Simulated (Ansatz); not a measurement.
`C[CH2][Al]([F])[SiH3]` and `C[CH2][Al]([NH2])[F]` differ in one atom or group.

Ansatz, PBE0-D4/def2-TZVP geometries, multiplicity 1. Each molecule was computed in one conformer, which needn't be the lowest.

| property | `C[CH2][Al]([F])[SiH3]` |
| --- | --- |
| HOMO–LUMO gap (ωB97M-V/def2-TZVPP) / eV | 9.62 |
| HOMO energy (PBE0/def2-TZVPP) / eV | -7.33 |
| size of the dipole moment (ωB97M-V/def2-TZVPP) / D | 1.70 |
| LUMO energy (B3LYP/def2-TZVPP) / eV | -1.59 |
| LUMO energy (PBE/def2-TZVPP) / eV | -2.15 |
| HOMO–LUMO gap (PBE/def2-TZVPP) / eV | 4.04 |

**Question.** Give the same properties after the change, and the shifts. (Estimate.)

**Answer.** The calculation gave: 
```
                                          property  `C[CH2][Al]([NH2])[F]`  shift
           HOMO–LUMO gap (ωB97M-V/def2-TZVPP) / eV                   11.40   1.78
                HOMO energy (PBE0/def2-TZVPP) / eV                   -7.53  -0.20
size of the dipole moment (ωB97M-V/def2-TZVPP) / D                    2.09   0.39
               LUMO energy (B3LYP/def2-TZVPP) / eV                   -0.32   1.27
                 LUMO energy (PBE/def2-TZVPP) / eV                   -0.81   1.34
               HOMO–LUMO gap (PBE/def2-TZVPP) / eV                    5.30   1.26
```

With PBE0 the HOMO falls by 0.20 eV and the LUMO rises by 1.39 eV, so the gap widens by about 1.59 eV. PBE moves the HOMO by 0.08 eV and ωB97M-V by -0.58 eV. Dipoles are sizes alone; their direction can turn.

B3LYP here is the variant with VWN-RPA as its local correlation; programs differ in this.
